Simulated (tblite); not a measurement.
Compound: C3H10OSSi.
SMILES with atom numbers: `[CH3:1][CH2:2][Si@@:3]([CH3:4])([OH:5])[SH:6]` (hydrogens: H7, H8, H9 on C1; H10, H11 on C2; H12, H13, H14 on C4; H15 on O5; H16 on S6)

The geometry is computed with GFN2-xTB (gas phase).

Question: List the bond lengths, angles and torsions at this level.

Answer: 
```csv
bond,length (bohr)
C1–C2,2.882
C2–Si3,3.591
Si3–C4,3.579
Si3–O5,3.082
Si3–S6,4.117
"C1–H7, C1–H8, C1–H9",2.055
C2–H10,2.064
C2–H11,2.060
"C4–H12, C4–H13, C4–H14",2.051
O5–H15,1.804
S6–H16,2.499
```

Bonds in one row agree within 0.02 bohr and their mean is given. A selection of angles:
```csv
angle,degrees
C2–C1–H7,110.8
H7–C1–H8,108.4
C1–C2–Si3,112.4
C1–C2–H10,109.1
C1–C2–H11,109.2
Si3–C2–H10,109.8
Si3–C2–H11,110.1
H10–C2–H11,106.0
C2–Si3–C4,114.5
C2–Si3–O5,113.4
C2–Si3–S6,104.8
C4–Si3–O5,104.1
C4–Si3–S6,111.2
O5–Si3–S6,108.9
Si3–C4–H12,110.5
Si3–C4–H13,111.3
H12–C4–H13,107.6
Si3–O5–H15,122.4
Si3–S6–H16,95.4
```

Dihedral angles: C1–C2–Si3–C4 -60° (synclinal); H15–O5–Si3–C2 61° (synclinal); H16–S6–Si3–C2 180° (antiperiplanar).

Si3 (oxygen-bound silicon) is distorted tetrahedral (angles from 104.1° to 114.5°).

Point group: C1 (no symmetry element, even within 0.4 Å). Its GFN2-xTB frequencies are all real (lowest 43 cm⁻¹). The numbers are those of one conformer (C1–C2–Si3–C4 -60°, C2–Si3–O5–H 61°, C2–Si3–S6–H 180°).
